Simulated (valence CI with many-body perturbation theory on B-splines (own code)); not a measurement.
**Bi32+: M1 decay**

Calculated by relativistic CI+MBPT: five valence electrons over a frozen Dirac-Fock core [Kr] 4d10, a basis of 7 s, 7 p, 7 d, 7 f, 4 g, 2 h functions for each j, with the one-electron correlation potential Σ1, the two-electron term Σ2, the three-electron term Σ3, Breit, model QED; selected CI, second order for the rest, scaled by the run's own slope (own B-spline code, finite nucleus).

No measured spectrum was set against this ion. As an estimate, large intervals hold to a few tenths of a per cent, small ones and those within an open d or f shell to about a per cent. Among the levels kept, up to 960 cm⁻¹ of a level comes from second order outside the variational space, and about a tenth of that is noise between levels of different J, which matters for small intervals. Only levels of the ground parity were solved; by the run's estimate the other parity begins above the list, which can be wrong where configurations are misplaced.

Lines 51 to 100 of 120 in falling wavelength, among levels below 441460 cm⁻¹, chosen from the decays that carry over 1 % of a level's rate. Wavelengths and rates use the calculated energies. Weak lines are less certain than strong ones. Lines between different terms over intervals too small for the method are left out, as are lines whose strength nearly cancels. Where a level lies close to another of its J and parity, the split of strength between their lines is uncertain.

Levels are named by their leading jj configuration (3d3/2^4 stands for four electrons in 3d with j = 3/2), which in mixed levels can hold well under half, so a name can repeat and another be missing. Letters in brackets count levels of one name in rising energy.

```
λ vac (Å)                         Upper                         Lower  Type   A (s⁻¹)  Branch %
     2420  (4f5/2^3 4f7/2^2) J=17/2 [b]  (4f5/2^3 4f7/2^2) J=15/2 [a]    M1  7.47e+00      22.3
     2407  (4f5/2^3 4f7/2^2) J=13/2 [b]    (4f5/2^4 4f7/2) J=11/2 [b]    M1  3.66e+02      25.5
     2353   (4f5/2^3 4f7/2^2) J=5/2 [d]   (4f5/2^3 4f7/2^2) J=3/2 [a]    M1  4.96e+02      16.1
     2230         (4f5/2^4 4f7/2) J=5/2               (4f5/2^5) J=5/2    M1  1.99e+03      99.2
     2212  (4f5/2^3 4f7/2^2) J=13/2 [c]  (4f5/2^3 4f7/2^2) J=15/2 [a]    M1  1.01e+02       4.8
     2200   (4f5/2^3 4f7/2^2) J=5/2 [a]     (4f5/2^4 4f7/2) J=3/2 [a]    M1  2.22e+03      34.3
     2174    (4f5/2^4 4f7/2) J=11/2 [b]   (4f5/2^3 4f7/2^2) J=9/2 [a]    M1  6.92e+02      81.9
     2139   (4f5/2^3 4f7/2^2) J=9/2 [c]         (4f5/2^4 4f7/2) J=9/2    M1  6.87e+01       4.2
     2121  (4f5/2^3 4f7/2^2) J=13/2 [c]    (4f5/2^4 4f7/2) J=11/2 [b]    M1  4.12e+01       2.0
     2075   (4f5/2^3 4f7/2^2) J=5/2 [c]   (4f5/2^3 4f7/2^2) J=5/2 [a]    M1  5.71e+02      10.7
     2056     (4f5/2^4 4f7/2) J=3/2 [a]               (4f5/2^5) J=5/2    M1  1.01e+03      99.7
     2055   (4f5/2^3 4f7/2^2) J=9/2 [d]         (4f5/2^4 4f7/2) J=9/2    M1  1.02e+03      26.3
     2033  (4f5/2^3 4f7/2^2) J=17/2 [a]        (4f5/2^4 4f7/2) J=15/2    M1  1.93e+03      96.9
     2031   (4f5/2^3 4f7/2^2) J=7/2 [b]   (4f5/2^3 4f7/2^2) J=7/2 [a]    M1  1.11e+03      27.1
     2030   (4f5/2^3 4f7/2^2) J=5/2 [a]         (4f5/2^4 4f7/2) J=5/2    M1  9.78e+02      15.2
     2027   (4f5/2^3 4f7/2^2) J=9/2 [b]   (4f5/2^3 4f7/2^2) J=9/2 [a]    M1  8.83e+02      15.9
     1950   (4f5/2^3 4f7/2^2) J=3/2 [a]         (4f5/2^4 4f7/2) J=1/2    M1  3.14e+03      60.2
     1916  (4f5/2^3 4f7/2^2) J=11/2 [b]         (4f5/2^4 4f7/2) J=9/2    M1  4.99e+02      33.2
     1861  (4f5/2^3 4f7/2^2) J=11/2 [a]   (4f5/2^3 4f7/2^2) J=9/2 [a]    M1  1.61e+03      60.9
     1845         (4f5/2^4 4f7/2) J=9/2         (4f5/2^4 4f7/2) J=7/2    M1  1.43e+02      40.7
     1767   (4f5/2^3 4f7/2^2) J=3/2 [a]     (4f5/2^4 4f7/2) J=3/2 [a]    M1  1.49e+03      28.6
     1717  (4f5/2^3 4f7/2^2) J=15/2 [b]        (4f5/2^4 4f7/2) J=13/2    M1  9.25e+02      65.2
     1676   (4f5/2^3 4f7/2^2) J=7/2 [c]   (4f5/2^3 4f7/2^2) J=7/2 [a]    M1  3.71e+02       7.4
     1656   (4f5/2^3 4f7/2^2) J=3/2 [a]         (4f5/2^4 4f7/2) J=5/2    M1  1.89e+02       3.6
     1626   (4f5/2^3 4f7/2^2) J=5/2 [a]         (4f5/2^4 4f7/2) J=7/2    M1  2.24e+03      34.7
     1615   (4f5/2^3 4f7/2^2) J=5/2 [b]         (4f5/2^4 4f7/2) J=5/2    M1  4.06e+03      83.1
     1576   (4f5/2^3 4f7/2^2) J=9/2 [c]   (4f5/2^3 4f7/2^2) J=7/2 [a]    M1  5.78e+02      35.6
     1575  (4f5/2^3 4f7/2^2) J=11/2 [b]        (4f5/2^4 4f7/2) J=13/2    M1  2.27e+02      15.1
     1551   (4f5/2^3 4f7/2^2) J=1/2 [a]         (4f5/2^4 4f7/2) J=1/2    M1  9.44e+02      18.4
     1548   (4f5/2^3 4f7/2^2) J=7/2 [b]   (4f5/2^3 4f7/2^2) J=9/2 [a]    M1  1.90e+03      46.3
     1530   (4f5/2^3 4f7/2^2) J=9/2 [d]   (4f5/2^3 4f7/2^2) J=7/2 [a]    M1  1.81e+03      46.8
     1528   (4f5/2^3 4f7/2^2) J=9/2 [c]    (4f5/2^4 4f7/2) J=11/2 [a]    M1  4.87e+02      30.0
     1485   (4f5/2^3 4f7/2^2) J=9/2 [d]    (4f5/2^4 4f7/2) J=11/2 [a]    M1  1.94e+02       5.0
     1469   (4f5/2^3 4f7/2^2) J=3/2 [b]         (4f5/2^4 4f7/2) J=1/2    M1  4.41e+01       4.0
     1433   (4f5/2^3 4f7/2^2) J=1/2 [a]     (4f5/2^4 4f7/2) J=3/2 [a]    M1  4.16e+03      81.2
     1427   (4f5/2^3 4f7/2^2) J=7/2 [a]               (4f5/2^5) J=5/2    M1  8.26e+01       7.1
     1410  (4f5/2^3 4f7/2^2) J=11/2 [b]    (4f5/2^4 4f7/2) J=11/2 [a]    M1  2.97e+02      19.8
     1400   (4f5/2^3 4f7/2^2) J=9/2 [b]         (4f5/2^4 4f7/2) J=7/2    M1  4.51e+03      81.2
     1389  (4f5/2^3 4f7/2^2) J=13/2 [b]        (4f5/2^4 4f7/2) J=15/2    M1  6.62e+01       4.6
     1385   (4f5/2^3 4f7/2^2) J=5/2 [c]   (4f5/2^3 4f7/2^2) J=7/2 [a]    M1  1.81e+03      33.7
     1383  (4f5/2^3 4f7/2^2) J=13/2 [c]        (4f5/2^4 4f7/2) J=13/2    M1  2.90e+02      13.8
     1363   (4f5/2^3 4f7/2^2) J=3/2 [b]     (4f5/2^4 4f7/2) J=3/2 [a]    M1  7.66e+02      70.0
     1357  (4f5/2^3 4f7/2^2) J=17/2 [b]        (4f5/2^4 4f7/2) J=15/2    M1  2.06e+00       6.1
     1349  (4f5/2^3 4f7/2^2) J=13/2 [b]    (4f5/2^4 4f7/2) J=11/2 [a]    M1  3.39e+02      23.6
     1348   (4f5/2^3 4f7/2^2) J=5/2 [b]         (4f5/2^4 4f7/2) J=7/2    M1  5.30e+02      10.8
     1343   (4f5/2^3 4f7/2^2) J=7/2 [b]         (4f5/2^4 4f7/2) J=5/2    M1  1.19e+02       2.9
     1333   (4f5/2^3 4f7/2^2) J=7/2 [c]   (4f5/2^3 4f7/2^2) J=9/2 [a]    M1  8.60e+02      17.1
     1296   (4f5/2^3 4f7/2^2) J=3/2 [b]         (4f5/2^4 4f7/2) J=5/2    M1  9.85e+01       9.0
     1289  (4f5/2^3 4f7/2^2) J=13/2 [c]        (4f5/2^4 4f7/2) J=15/2    M1  1.59e+03      75.7
     1288   (4f5/2^3 4f7/2^2) J=5/2 [d]   (4f5/2^3 4f7/2^2) J=7/2 [a]    M1  7.48e+02      24.3
```
